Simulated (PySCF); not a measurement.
Si(Cl)2(F)(SH) (Cl2FHSSi), SMILES [Si](Cl)(Cl)(S)F.

The structure is a stationary point at B3LYP-D3(BJ)/def2-SVP. This is a generated structure with no PubChem entry under its InChIKey; it may be hypothetical. Other conformers were not sampled.

The numbers are results of SMD-M06-2X/def2-SVP in PySCF, not measurements.

Solvation free energies are E(SMD) − E(gas) at the gas-phase geometry, for 1 M in both phases. In vacuum the dipole moment is 1.38 D.

```csv
solvent,ΔG(solv) (kcal/mol),its non-electrostatic (CDS) part,dipole (D)
water,-0.9,1.9,1.80
tetrahydrofuran,-4.5,-2.3,1.71
cyclohexanone,-4.4,-1.9,1.76
```
